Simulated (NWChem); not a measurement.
System: C$_{2}$H$_{5}$BCl$_{2}$; SMILES CCB(Cl)Cl

NWChem input:

```
start job
memory heap 200 mb stack 900 mb global 1100 mb
geometry units angstroms noautoz
  B     -0.101504     0.196041     0.003315
  Cl     1.598370    -0.239606     0.001762
  Cl    -0.499977     1.908506    -0.001315
  C     -1.240461    -0.873870     0.011792
  C     -0.837460    -2.341915    -0.011031
  H     -1.902809    -0.627836    -0.840040
  H     -1.866275    -0.646292     0.896288
  H     -0.214195    -2.601880     0.857901
  H     -0.251863    -2.584608    -0.910682
  H     -1.718581    -3.000863     0.001120
end
basis spherical
  B library 6-311g**
  Cl library 6-311g**
  C library 6-311g**
  H library 6-311g**
end
dft
  xc xtpss03 ctpss03
  iterations 150
  mulliken
end
task dft energy
```

Excerpt of the output:

```
             Northwest Computational Chemistry Package (NWChem) 7.3.0
             --------------------------------------------------------

 C1  symmetry detected

                             Geometry "geometry" -> ""
                             -------------------------

 Output coordinates in angstroms (scale by  1.889725989 to convert to a.u.)

  No.       Tag          Charge          X              Y              Z
 ---- ---------------- ---------- -------------- -------------- --------------
    1 B                    5.0000    -0.09222824     0.18779552     0.00260961
    2 Cl                  17.0000     1.59612944    -0.29054367     0.00109227
    3 Cl                  17.0000    -0.44742891     1.90975321    -0.00311423
    4 C                    6.0000    -1.25777929    -0.85307305     0.01198066
    5 C                    6.0000    -0.89189838    -2.33082087    -0.00991394
    6 H                    1.0000    -1.91386174    -0.59099963    -0.83991646
    7 H                    1.0000    -1.87751142    -0.60920688     0.89641802
    8 H                    1.0000    -0.27523463    -2.60582468     0.85909849
    9 H                    1.0000    -0.31275387    -2.58879410    -0.90949001
   10 H                    1.0000    -1.78934019    -2.96735091     0.00281496

 Effective nuclear repulsion energy (a.u.)     251.0997235704

                                 NWChem DFT Module
                                 -----------------

 Summary of "ao basis" -> "ao basis" (spherical)
 ------------------------------------------------------------------------------
       Tag                 Description            Shells   Functions and Types
 ---------------- ------------------------------  ------  ---------------------
 B                          6-311g**                 8       18   4s3p1d
 Cl                         6-311g**                12       26   6s5p1d
 C                          6-311g**                 8       18   4s3p1d
 H                          6-311g**                 4        6   3s1p

            General Information
            -------------------
          SCF calculation type: DFT
          Wavefunction type:  closed shell.
          No. of atoms     :    10
          No. of electrons :    56
           Alpha electrons :    28
            Beta electrons :    28
          Charge           :     0
          Spin multiplicity:     1
          Use of symmetry is: off; symmetry adaption is: off
          Maximum number of iterations: 150
          AO basis - number of functions:   136
                     number of shells:    68
          Convergence on energy requested:  1.00D-06
          Convergence on density requested:  1.00D-05
          Convergence on gradient requested:  5.00D-04

              XC Information
              --------------
                  TPSS metaGGA Exchange Functional  1.000
             TPSS03 metaGGA Correlation Functional  1.000

             Grid Information
             ----------------
          Grid used for XC integration:  medium
          Radial quadrature: Mura-Knowles
          Angular quadrature: Lebedev.
          Tag              B.-S. Rad. Rad. Pts. Rad. Cut. Ang. Pts.
          ---              ---------- --------- --------- ---------
          B                   0.85       49          11.0       434
          Cl                  1.00       88          13.0       590
          C                   0.70       49          12.0       434
          H                   0.35       45          13.0       434
          Grid pruning is: on
          Number of quadrature shells:   548
          Spatial weights used:  Erf1

      Superposition of Atomic Density Guess
      -------------------------------------

 Sum of atomic energies:       -1021.32309748

      Non-variational initial energy
      ------------------------------

 Total energy =   -1023.734344
 1-e energy   =   -1905.179746
 2-e energy   =     630.345678
 HOMO         =      -0.369139
 LUMO         =       0.025102

     ---------------------------------------------
      Total Density - Mulliken Population Analysis
     ---------------------------------------------

    Atom       Charge   Shell Charges
 -----------   ------   -------------------------------------------------------
    1 B    5     4.31   1.13  0.86  0.27  0.70  0.80  0.23  0.16  0.15
    2 Cl  17    17.28   0.78  1.19  0.91  1.08  0.99  1.00  7.41 -1.50  1.04  3.16  1.21  0.01
    3 Cl  17    17.29   0.78  1.19  0.91  1.08  0.99  1.00  7.41 -1.50  1.04  3.16  1.22  0.01
    4 C    6     6.53   1.10  0.89  0.60  0.81  1.61  0.48  1.00  0.04
    5 C    6     6.51   1.10  0.89  0.59  0.80  1.58  0.51  1.00  0.05
    6 H    1     0.80   0.23  0.43  0.12  0.02
    7 H    1     0.80   0.23  0.43  0.12  0.02
    8 H    1     0.82   0.24  0.43  0.12  0.02
    9 H    1     0.82   0.24  0.43  0.12  0.02
   10 H    1     0.82   0.24  0.44  0.12  0.02

   convergence    iter        energy       DeltaE   RMS-Dens  Diis-err
 ---------------- ----- ----------------- --------- --------- ---------
 d= 0,ls=0.0,diis     1  -1024.5977984664 -1.28D+03  7.39D-03  1.35D+00
 d= 0,ls=0.0,diis     2  -1024.5510203913  4.68D-02  7.83D-03  8.99D-01
 d= 0,ls=0.0,diis     3  -1024.6239297245 -7.29D-02  3.38D-03  3.43D-01
 d= 0,ls=0.0,diis     4  -1024.6735041828 -4.96D-02  4.14D-04  5.49D-03
 d= 0,ls=0.0,diis     5  -1024.6740418235 -5.38D-04  1.54D-04  9.97D-04
  Resetting Diis
 d= 0,ls=0.0,diis     6  -1024.6741644679 -1.23D-04  3.28D-05  3.22D-05
 d= 0,ls=0.0,diis     7  -1024.6741690847 -4.62D-06  1.09D-05  1.40D-06
 d= 0,ls=0.0,diis     8  -1024.6741689676  1.17D-07  6.52D-06  2.29D-06

         Total DFT energy =    -1024.674168967577
      One electron energy =    -1909.071145614196
           Coulomb energy =      706.684127369809
    Exchange-Corr. energy =      -73.386874293574
 Nuclear repulsion energy =      251.099723570384

 Numeric. integr. density =       56.000005998569

                       DFT Final Molecular Orbital Analysis
                       ------------------------------------

 Vector   26  Occ=2.000000D+00  E=-3.018277D-01
              MO Center=  2.3D-01,  8.6D-01, -1.4D-03, r^2= 3.8D+00
   Bfn.  Coefficient  Atom+Function         Bfn.  Coefficient  Atom+Function
  ----- ------------  ---------------      ----- ------------  ---------------
    62      0.451157   3 Cl pz               36     -0.357651   2 Cl pz
    53     -0.269924   3 Cl pz               65      0.255194   3 Cl pz
    27      0.213956   2 Cl pz               39     -0.203841   2 Cl pz
    59      0.196882   3 Cl pz               33     -0.156237   2 Cl pz
    56     -0.067271   3 Cl pz               97      0.060933   5 C  pz

 Vector   27  Occ=2.000000D+00  E=-2.849556D-01
              MO Center=  7.8D-01, -2.7D-01,  2.8D-03, r^2= 3.2D+00
   Bfn.  Coefficient  Atom+Function         Bfn.  Coefficient  Atom+Function
  ----- ------------  ---------------      ----- ------------  ---------------
    35      0.459376   2 Cl py               26     -0.275534   2 Cl py
    38      0.276651   2 Cl py               32      0.202820   2 Cl py
    34      0.182156   2 Cl px               77      0.147589   4 C  px
    61      0.142667   3 Cl py               81      0.134600   4 C  px
    25     -0.109790   2 Cl px               37      0.106170   2 Cl px

 Vector   28  Occ=2.000000D+00  E=-2.824791D-01
              MO Center= -3.8D-01,  9.8D-01, -8.2D-04, r^2= 3.8D+00
   Bfn.  Coefficient  Atom+Function         Bfn.  Coefficient  Atom+Function
  ----- ------------  ---------------      ----- ------------  ---------------
    60      0.479930   3 Cl px               63      0.289239   3 Cl px
    51     -0.287228   3 Cl px               57      0.211175   3 Cl px
    35     -0.172009   2 Cl py               61      0.125861   3 Cl py
    34      0.108614   2 Cl px               26      0.102772   2 Cl py
    78      0.102483   4 C  py               38     -0.095887   2 Cl py

 Vector   29  Occ=0.000000D+00  E=-7.682335D-02
              MO Center= -6.2D-02,  2.4D-01,  2.6D-03, r^2= 2.8D+00
   Bfn.  Coefficient  Atom+Function         Bfn.  Coefficient  Atom+Function
  ----- ------------  ---------------      ----- ------------  ---------------
    13      0.677947   1 B  pz                9      0.431465   1 B  pz
    39     -0.307696   2 Cl pz               65     -0.299141   3 Cl pz
     5      0.252131   1 B  pz              115     -0.234937   7 H  s
   109      0.226836   6 H  s                36     -0.205187   2 Cl pz
    62     -0.188157   3 Cl pz               27      0.122550   2 Cl pz

 Vector   30  Occ=0.000000D+00  E= 2.232076D-02
              MO Center= -6.8D-01, -8.9D-01,  1.1D-02, r^2= 7.3D+00
   Bfn.  Coefficient  Atom+Function         Bfn.  Coefficient  Atom+Function
  ----- ------------  ---------------      ----- ------------  ---------------
    98     -1.073510   5 C  s                10      1.059624   1 B  s
    80     -0.808569   4 C  s               109      0.685146   6 H  s
   115      0.686731   7 H  s                24     -0.644970   2 Cl s
    37      0.492705   2 Cl px               11      0.480611   1 B  px
   127      0.407460   9 H  s               121      0.403727   8 H  s

 Vector   31  Occ=0.000000D+00  E= 4.756589D-02
              MO Center= -5.8D-01, -4.0D-02, -4.6D-03, r^2= 8.4D+00
   Bfn.  Coefficient  Atom+Function         Bfn.  Coefficient  Atom+Function
  ----- ------------  ---------------      ----- ------------  ---------------
    10      1.630439   1 B  s               133     -0.835328  10 H  s
    50     -0.827599   3 Cl s                98      0.757961   5 C  s
    64      0.715646   3 Cl py               24     -0.433873   2 Cl s
    12      0.424600   1 B  py               37      0.341267   2 Cl px
     6      0.335078   1 B  s               109     -0.317223   6 H  s

[...]
```

Level: TPSS/6-311G** (spherical d). Geometry: optimised at PBE0/def2-SVP.
